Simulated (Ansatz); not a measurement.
Relaxation of Li6H7⁻ with RKS PBE0-D4/def2-TZVPD.

```sh
$ ansatz run in.yaml --threads 4 --pin off --events-out ev --progress --plain --max-ram 3916MiB
```

```yaml
crystal:
  periodic: [false, false, false]
  atoms:
    - {symbol: Li, position_ang: [0.623690, -1.509630, -1.450000]}
    - {symbol: Li, position_ang: [-1.168360, 1.635070, 0.373330]}
    - {symbol: Li, position_ang: [1.210670, 1.677870, -0.684990]}
    - {symbol: Li, position_ang: [-1.426910, -0.598850, 1.323370]}
    - {symbol: Li, position_ang: [1.151070, -0.685480, 1.699320]}
    - {symbol: Li, position_ang: [-1.655220, -0.274510, -1.111340]}
    - {symbol: H, position_ang: [-0.676610, 0.644310, -1.628170]}
    - {symbol: H, position_ang: [-0.121300, 1.271510, 1.322940]}
    - {symbol: H, position_ang: [2.100080, -0.947650, 2.713330]}
    - {symbol: H, position_ang: [-2.682990, 0.535250, 0.428820]}
    - {symbol: H, position_ang: [2.217490, 2.437590, -1.311860]}
    - {symbol: H, position_ang: [1.230650, -2.588510, -2.134120]}
    - {symbol: H, position_ang: [-0.802250, -1.596960, 0.459360]}
basis:
  gaussian: {orbitals: def2-TZVPD}
total_charge: -1
hamiltonian: {xc: pbe0, dispersion: d4}
scf: {lower_state_search: "off"}
output: {orbitals: {seedname: orbitals}}
relax: {f_tol: 0.02, max_steps: 100}
```

Hardware: 4 threads of Arm Neoverse V2 on a shared host. Wall time 52 s.

Positions (Å) and forces (eV/Å) at steps 1, 2, 3, 4, 5, 6, 7, 8, 9, 10, 11, 12, 13, 14, 15, 16, 17, 18, 19, 20, 21, 22 of 30:

```xyz
13
step=1 energy=-1337.0451 eV
Li    0.624   -1.510   -1.450   -0.845    1.255    0.949
Li   -1.168    1.635    0.373   -1.559    0.463   -1.236
Li    1.211    1.678   -0.685   -1.418   -1.008    0.701
Li   -1.427   -0.599    1.323   -1.018    1.404    1.095
Li    1.151   -0.685    1.699   -1.217    0.516   -1.238
Li   -1.655   -0.275   -1.111   -1.684   -1.259    0.979
H    -0.677    0.644   -1.628    1.610    1.146   -0.101
H    -0.121    1.272    1.323    1.324   -0.968    0.746
H     2.100   -0.948    2.713    1.161   -0.438    1.375
H    -2.683    0.535    0.429    0.536   -0.191   -0.165
H     2.217    2.438   -1.312    1.349    1.105   -0.778
H     1.231   -2.589   -2.134    0.726   -1.370   -0.979
H    -0.802   -1.597    0.459    1.033   -0.655   -1.351
13
step=2 energy=-1338.3622 eV
Li    0.573   -1.499   -1.416   -0.406    0.586    0.621
Li   -1.251    1.653    0.301   -0.433    0.146   -0.604
Li    1.154    1.662   -0.690   -0.694   -0.665    0.229
Li   -1.481   -0.511    1.374   -0.187    0.550    0.435
Li    1.110   -0.639    1.687   -0.531    0.416   -0.675
Li   -1.755   -0.325   -1.026   -0.485   -0.560    0.392
H    -0.579    0.643   -1.463    0.662    0.579    0.019
H    -0.071    1.111    1.238    0.482   -0.472    0.369
H     2.118   -0.984    2.781    0.411   -0.267    0.629
H    -2.606    0.493    0.383   -0.006   -0.049   -0.021
H     2.257    2.501   -1.323    0.549    0.553   -0.263
H     1.234   -2.635   -2.195    0.257   -0.556   -0.500
H    -0.705   -1.470    0.349    0.382   -0.260   -0.630
13
step=3 energy=-1338.8292 eV
Li    0.526   -1.431   -1.255    0.063   -0.192   -0.013
Li   -1.273    1.642    0.229    0.150    0.098   -0.213
Li    1.068    1.484   -0.710    0.129    0.066   -0.147
Li   -1.460   -0.454    1.396    0.228    0.057    0.196
Li    1.071   -0.490    1.559    0.176    0.049    0.129
Li   -1.767   -0.359   -0.961    0.107   -0.292   -0.098
H    -0.463    0.726   -1.350   -0.167    0.101    0.018
H    -0.027    0.952    1.242   -0.148   -0.007    0.072
H     2.077   -0.987    2.781   -0.130   -0.095    0.040
H    -2.580    0.460    0.367   -0.158    0.047    0.063
H     2.243    2.491   -1.299   -0.036    0.093    0.106
H     1.202   -2.609   -2.203   -0.080    0.055   -0.112
H    -0.616   -1.424    0.206   -0.136    0.022   -0.043
13
step=4 energy=-1339.0032 eV
Li    0.526   -1.602   -1.271    0.108   -0.266    0.053
Li   -1.237    1.641    0.186    0.051    0.084   -0.063
Li    1.083    1.525   -0.795    0.097    0.077   -0.203
Li   -1.376   -0.428    1.405    0.112    0.025    0.145
Li    1.132   -0.426    1.615    0.170    0.110    0.173
Li   -1.714   -0.391   -0.956    0.039   -0.103   -0.070
H    -0.495    0.823   -1.316   -0.122    0.065   -0.078
H    -0.055    0.935    1.299   -0.053    0.014    0.028
H     1.978   -1.032    2.917   -0.139   -0.087   -0.034
H    -2.556    0.446    0.374   -0.082    0.001    0.037
H     2.196    2.656   -1.286   -0.032    0.034    0.123
H     1.113   -2.745   -2.319   -0.078    0.095   -0.090
H    -0.594   -1.401    0.147   -0.070   -0.049   -0.021
13
step=5 energy=-1339.1867 eV
Li    0.563   -1.771   -1.190    0.059   -0.349    0.037
Li   -1.229    1.649    0.150   -0.013    0.073    0.043
Li    1.074    1.547   -0.929    0.061    0.086   -0.253
Li   -1.317   -0.397    1.432    0.027   -0.069    0.058
Li    1.200   -0.318    1.683    0.167    0.156    0.220
Li   -1.683   -0.418   -0.946    0.032   -0.013   -0.101
H    -0.558    0.897   -1.347   -0.056    0.065   -0.068
H    -0.069    0.946    1.309    0.033    0.015    0.037
H     1.907   -1.124    2.976   -0.163   -0.029   -0.113
H    -2.545    0.429    0.386   -0.024    0.010    0.046
H     2.204    2.742   -1.222   -0.058   -0.035    0.125
H     1.068   -2.760   -2.440   -0.082    0.139    0.002
H    -0.614   -1.422    0.137    0.016   -0.050   -0.034
13
step=6 energy=-1339.3662 eV
Li    0.580   -1.949   -1.113    0.025   -0.325    0.023
Li   -1.229    1.661    0.150   -0.005    0.034    0.090
Li    1.064    1.556   -1.070    0.025    0.082   -0.249
Li   -1.280   -0.401    1.445    0.042   -0.110   -0.001
Li    1.272   -0.184    1.749    0.118    0.155    0.225
Li   -1.661   -0.424   -0.955    0.062    0.049   -0.080
H    -0.610    0.961   -1.369   -0.025    0.089   -0.069
H    -0.080    0.957    1.329    0.061    0.013    0.063
H     1.838   -1.192    2.987   -0.162    0.035   -0.165
H    -2.538    0.417    0.403    0.003   -0.002    0.032
H     2.217    2.777   -1.152   -0.080   -0.091    0.109
H     1.047   -2.745   -2.526   -0.087    0.149    0.096
H    -0.621   -1.435    0.121    0.023   -0.080   -0.076
13
step=7 energy=-1339.5572 eV
Li    0.590   -2.122   -1.028    0.187   -0.479   -0.208
Li   -1.221    1.670    0.178    0.027    0.002    0.096
Li    1.046    1.562   -1.226    0.044    0.152   -0.188
Li   -1.235   -0.438    1.439    0.010   -0.054    0.066
Li    1.339   -0.031    1.824    0.092    0.152    0.274
Li   -1.625   -0.406   -0.980    0.001    0.101   -0.048
H    -0.658    1.044   -1.395   -0.013    0.082   -0.044
H    -0.085    0.966    1.368    0.039   -0.005    0.062
H     1.763   -1.235    2.962   -0.150    0.106   -0.202
H    -2.516    0.399    0.418    0.014   -0.002    0.013
H     2.222    2.775   -1.078   -0.109   -0.149    0.076
H     1.020   -2.712   -2.565   -0.060    0.107    0.107
H    -0.639   -1.472    0.083   -0.083   -0.015   -0.004
13
step=8 energy=-1339.6592 eV
Li    0.611   -2.315   -1.011   -0.169    0.050    0.050
Li   -1.210    1.673    0.214   -0.045    0.040    0.001
Li    1.037    1.592   -1.319   -0.040    0.045   -0.187
Li   -1.216   -0.471    1.442    0.134   -0.110   -0.082
Li    1.390    0.097    1.912    0.168   -0.019    0.215
Li   -1.618   -0.369   -0.998    0.132   -0.044   -0.003
H    -0.689    1.095   -1.409    0.014    0.142   -0.015
H    -0.094    0.975    1.402   -0.036    0.040    0.080
H     1.706   -1.242    2.922   -0.104    0.076   -0.119
H    -2.511    0.397    0.439    0.023   -0.003   -0.003
H     2.222    2.758   -1.031   -0.073   -0.113    0.059
H     1.017   -2.707   -2.609   -0.047    0.044    0.157
H    -0.645   -1.482    0.047    0.043   -0.149   -0.153
13
step=9 energy=-1339.7513 eV
Li    0.591   -2.357   -1.010   -0.179    0.051    0.151
Li   -1.187    1.678    0.255    0.040   -0.008    0.056
Li    0.998    1.621   -1.496   -0.008    0.048    0.042
Li   -1.132   -0.521    1.417    0.165   -0.099   -0.021
Li    1.455    0.224    2.044   -0.186    0.011   -0.051
Li   -1.541   -0.343   -1.026   -0.038   -0.088    0.067
H    -0.749    1.202   -1.441    0.109    0.037   -0.014
H    -0.090    1.002    1.472    0.101   -0.078    0.077
H     1.625   -1.258    2.891   -0.089    0.168   -0.129
H    -2.457    0.365    0.442    0.042    0.030   -0.020
H     2.200    2.693   -0.967   -0.077   -0.115   -0.006
H     1.010   -2.716   -2.593   -0.014    0.052    0.063
H    -0.722   -1.592    0.012    0.134   -0.010   -0.213
13
step=10 energy=-1339.8205 eV
Li    0.578   -2.392   -0.973   -0.128    0.051    0.082
Li   -1.169    1.683    0.269   -0.127    0.000    0.036
Li    0.986    1.602   -1.512    0.024    0.059    0.029
Li   -1.015   -0.569    1.394    0.095   -0.081    0.083
Li    1.472    0.332    1.989    0.138   -0.021    0.105
Li   -1.544   -0.346   -1.028   -0.040   -0.083    0.093
H    -0.758    1.216   -1.440    0.100    0.020   -0.015
H    -0.115    1.047    1.539    0.018    0.031   -0.086
H     1.491   -1.202    2.765   -0.091    0.047   -0.117
H    -2.391    0.338    0.487   -0.028    0.025   -0.098
H     2.203    2.610   -0.879   -0.084   -0.137   -0.006
H     1.000   -2.681   -2.564    0.022    0.025    0.016
H    -0.737   -1.638   -0.045    0.101    0.063   -0.121
13
step=11 energy=-1339.8789 eV
Li    0.564   -2.398   -0.949    0.195   -0.169   -0.088
Li   -1.212    1.687    0.281    0.082   -0.133    0.106
Li    0.972    1.576   -1.520    0.035    0.005    0.162
Li   -0.931   -0.584    1.402    0.190    0.054    0.232
Li    1.529    0.425    1.989   -0.265   -0.043   -0.147
Li   -1.567   -0.356   -1.019   -0.074    0.037    0.126
H    -0.762    1.211   -1.425   -0.002    0.042   -0.061
H    -0.080    1.080    1.504    0.070    0.064   -0.020
H     1.354   -1.185    2.627   -0.094    0.131   -0.121
H    -2.376    0.302    0.515   -0.075    0.054   -0.082
H     2.207    2.502   -0.796   -0.040   -0.114   -0.016
H     1.016   -2.635   -2.537    0.048   -0.015   -0.065
H    -0.714   -1.624   -0.072   -0.070    0.087   -0.026
13
step=12 energy=-1339.9671 eV
Li    0.588   -2.426   -0.949   -0.035    0.123    0.011
Li   -1.245    1.689    0.292    0.048   -0.110    0.089
Li    0.954    1.529   -1.463    0.019   -0.020    0.114
Li   -0.846   -0.571    1.430    0.315   -0.102    0.096
Li    1.534    0.469    1.917   -0.164   -0.031   -0.136
Li   -1.587   -0.354   -0.985    0.077   -0.079    0.115
H    -0.787    1.216   -1.419   -0.053    0.051   -0.040
H    -0.068    1.147    1.491    0.001    0.096   -0.036
H     1.214   -1.163    2.492   -0.124    0.127   -0.099
H    -2.374    0.285    0.550   -0.074    0.054   -0.063
H     2.217    2.397   -0.730    0.014   -0.117    0.030
H     1.052   -2.629   -2.541    0.045   -0.044   -0.016
H    -0.653   -1.590   -0.085   -0.068    0.052   -0.065
13
step=13 energy=-1340.0939 eV
Li    0.585   -2.399   -0.964    0.197   -0.130   -0.135
Li   -1.273    1.679    0.305    0.070   -0.127    0.154
Li    0.932    1.486   -1.397    0.028   -0.022    0.123
Li   -0.714   -0.579    1.450    0.134   -0.036    0.188
Li    1.531    0.520    1.835   -0.238    0.030   -0.227
Li   -1.586   -0.361   -0.953   -0.044    0.010    0.102
H    -0.816    1.232   -1.420   -0.057    0.024   -0.008
H    -0.060    1.218    1.490    0.033    0.073   -0.068
H     1.063   -1.110    2.377   -0.048    0.190   -0.099
H    -2.356    0.253    0.580   -0.070    0.070   -0.050
H     2.238    2.280   -0.662    0.052   -0.155    0.096
H     1.082   -2.637   -2.541    0.060   -0.052   -0.053
H    -0.627   -1.583   -0.101   -0.118    0.123   -0.022
13
step=14 energy=-1340.2446 eV
Li    0.602   -2.397   -1.005    0.179   -0.114   -0.146
Li   -1.316    1.669    0.333    0.019   -0.082    0.132
Li    0.917    1.435   -1.298   -0.024   -0.011    0.097
Li   -0.617   -0.587    1.486   -0.155    0.016   -0.002
Li    1.518    0.590    1.702   -0.044    0.117   -0.253
Li   -1.605   -0.360   -0.910   -0.049    0.018    0.061
H    -0.846    1.248   -1.399   -0.040    0.016    0.004
H    -0.060    1.288    1.468   -0.056    0.071   -0.087
H     0.965   -1.012    2.266    0.211    0.091    0.044
H    -2.374    0.242    0.605   -0.059    0.051   -0.016
H     2.277    2.123   -0.553    0.061   -0.236    0.201
H     1.130   -2.676   -2.567    0.058   -0.064   -0.036
H    -0.591   -1.562   -0.128   -0.100    0.127    0.001
13
step=15 energy=-1340.3954 eV
Li    0.621   -2.392   -1.039   -0.016    0.108   -0.012
Li   -1.354    1.665    0.353   -0.027   -0.036    0.078
Li    0.901    1.406   -1.228   -0.048   -0.022    0.113
Li   -0.597   -0.581    1.489   -0.082   -0.031   -0.102
Li    1.522    0.649    1.584    0.093    0.176   -0.281
Li   -1.629   -0.355   -0.892    0.029   -0.046    0.021
H    -0.869    1.256   -1.382   -0.028    0.029   -0.010
H    -0.071    1.322    1.435   -0.097    0.048   -0.075
H     1.003   -0.941    2.235    0.187    0.060    0.022
H    -2.408    0.247    0.611   -0.044    0.019    0.001
H     2.298    1.973   -0.429    0.013   -0.309    0.270
H     1.166   -2.711   -2.588    0.037   -0.060    0.001
H    -0.582   -1.539   -0.150   -0.018    0.065   -0.028
13
step=16 energy=-1340.5554 eV
Li    0.626   -2.360   -1.057    0.090   -0.016   -0.060
Li   -1.389    1.662    0.363   -0.073   -0.009    0.046
Li    0.882    1.377   -1.161   -0.052    0.008    0.120
Li   -0.567   -0.578    1.478   -0.089    0.032   -0.019
Li    1.535    0.704    1.472    0.181    0.179   -0.234
Li   -1.638   -0.354   -0.884   -0.054    0.021    0.008
H    -0.889    1.266   -1.375   -0.013    0.028   -0.018
H    -0.084    1.347    1.404   -0.098    0.034   -0.084
H     1.047   -0.882    2.201    0.169    0.049   -0.012
H    -2.432    0.244    0.612   -0.037    0.001   -0.002
H     2.300    1.824   -0.302   -0.038   -0.344    0.275
H     1.187   -2.734   -2.591    0.027   -0.050   -0.004
H    -0.578   -1.518   -0.161   -0.013    0.066   -0.016
13
step=17 energy=-1340.6901 eV
Li    0.646   -2.355   -1.072   -0.016    0.112    0.019
Li   -1.425    1.664    0.370   -0.094    0.007    0.012
Li    0.856    1.371   -1.104   -0.033   -0.021    0.158
Li   -0.551   -0.562    1.478    0.038    0.013   -0.069
Li    1.570    0.761    1.385    0.102    0.042   -0.062
Li   -1.656   -0.345   -0.881    0.006   -0.027   -0.007
H    -0.908    1.280   -1.377   -0.030    0.043   -0.016
H    -0.095    1.362    1.368   -0.055    0.039   -0.083
H     1.097   -0.836    2.173    0.114    0.066   -0.038
H    -2.454    0.243    0.613   -0.043   -0.001    0.004
H     2.286    1.675   -0.177   -0.036   -0.256    0.114
H     1.204   -2.762   -2.599    0.020   -0.051    0.009
H    -0.570   -1.496   -0.177    0.028    0.034   -0.042
13
step=18 energy=-1340.7758 eV
Li    0.672   -2.294   -1.077    0.300   -0.291   -0.185
Li   -1.493    1.671    0.372   -0.090    0.013   -0.025
Li    0.806    1.329   -0.994   -0.039    0.076    0.163
Li   -0.501   -0.540    1.442   -0.017    0.094    0.129
Li    1.612    0.800    1.372    0.014   -0.117    0.176
Li   -1.674   -0.338   -0.889   -0.176    0.128   -0.004
H    -0.947    1.309   -1.378   -0.052    0.018   -0.006
H    -0.102    1.387    1.297    0.030    0.011   -0.092
H     1.168   -0.803    2.140    0.001    0.082   -0.032
H    -2.493    0.237    0.606   -0.018   -0.006    0.009
H     2.287    1.490   -0.106    0.053   -0.061   -0.134
H     1.221   -2.791   -2.585    0.023   -0.057   -0.024
H    -0.556   -1.457   -0.201   -0.030    0.111    0.025
13
step=19 energy=-1340.8313 eV
Li    0.760   -2.370   -1.110   -0.095    0.286   -0.008
Li   -1.588    1.697    0.381   -0.017    0.003   -0.044
Li    0.720    1.355   -0.823   -0.027   -0.128    0.137
Li   -0.473   -0.488    1.439    0.065   -0.092   -0.175
Li    1.662    0.812    1.415   -0.021   -0.209    0.176
Li   -1.738   -0.304   -0.876    0.159   -0.068   -0.056
H    -1.017    1.353   -1.368   -0.127    0.071    0.022
H    -0.084    1.424    1.174    0.035    0.039   -0.047
H     1.181   -0.764    2.121   -0.055    0.069    0.121
H    -2.542    0.238    0.636    0.017   -0.006    0.057
H     2.314    1.303   -0.088    0.061    0.110   -0.238
H     1.271   -2.892   -2.625    0.008   -0.116    0.051
H    -0.466   -1.364   -0.277   -0.003    0.041    0.004
13
step=20 energy=-1340.9340 eV
Li    0.843   -2.276   -1.198   -0.087    0.171   -0.068
Li   -1.634    1.718    0.401    0.005    0.019    0.015
Li    0.603    1.270   -0.694    0.133   -0.035   -0.077
Li   -0.437   -0.474    1.401   -0.069   -0.062   -0.057
Li    1.714    0.740    1.439    0.034   -0.050    0.070
Li   -1.758   -0.258   -0.895    0.099   -0.045   -0.023
H    -1.129    1.440   -1.364   -0.063   -0.028    0.057
H    -0.036    1.441    1.080   -0.086   -0.037    0.032
H     1.126   -0.709    2.273   -0.060    0.021    0.032
H    -2.521    0.218    0.674    0.049   -0.036    0.050
H     2.307    1.204   -0.140   -0.031   -0.005   -0.125
H     1.324   -3.054   -2.632   -0.027   -0.030    0.134
H    -0.402   -1.261   -0.344    0.105    0.117   -0.039
13
step=21 energy=-1341.0010 eV
Li    0.868   -2.164   -1.255    0.001    0.076   -0.054
Li   -1.653    1.721    0.417    0.087   -0.032    0.014
Li    0.589    1.240   -0.696    0.042   -0.134   -0.060
Li   -0.483   -0.483    1.415   -0.003    0.059   -0.081
Li    1.717    0.695    1.434   -0.042   -0.059   -0.051
Li   -1.758   -0.248   -0.899    0.139    0.011    0.023
H    -1.168    1.450   -1.340   -0.099    0.025   -0.021
H    -0.042    1.402    1.045   -0.059    0.070    0.110
H     1.061   -0.691    2.324   -0.028   -0.019    0.053
H    -2.475    0.183    0.716    0.004   -0.082    0.034
H     2.305    1.129   -0.198   -0.029   -0.013   -0.016
H     1.334   -3.131   -2.585   -0.058    0.029    0.135
H    -0.294   -1.103   -0.379    0.044    0.068   -0.085
13
step=22 energy=-1341.0738 eV
Li    0.925   -2.066   -1.279    0.069   -0.015   -0.064
Li   -1.650    1.708    0.445    0.034    0.030    0.003
Li    0.554    1.152   -0.709    0.023   -0.082   -0.041
Li   -0.515   -0.454    1.401    0.020    0.025    0.031
Li    1.704    0.631    1.412   -0.036   -0.018   -0.062
Li   -1.730   -0.227   -0.906    0.036   -0.006   -0.010
H    -1.232    1.485   -1.334   -0.057   -0.010    0.013
H    -0.037    1.424    1.061   -0.037    0.013    0.047
H     0.998   -0.700    2.369   -0.018   -0.013   -0.020
H    -2.431    0.126    0.748    0.054   -0.077   -0.010
H     2.278    1.057   -0.251   -0.010   -0.060    0.033
H     1.318   -3.184   -2.520   -0.064    0.082    0.136
H    -0.182   -0.953   -0.436   -0.013    0.132   -0.056
```

Another isomer (singlet) lies 0.39 eV lower at PBE0-D4/def2-TZVPD; other spin states weren't run for this one.
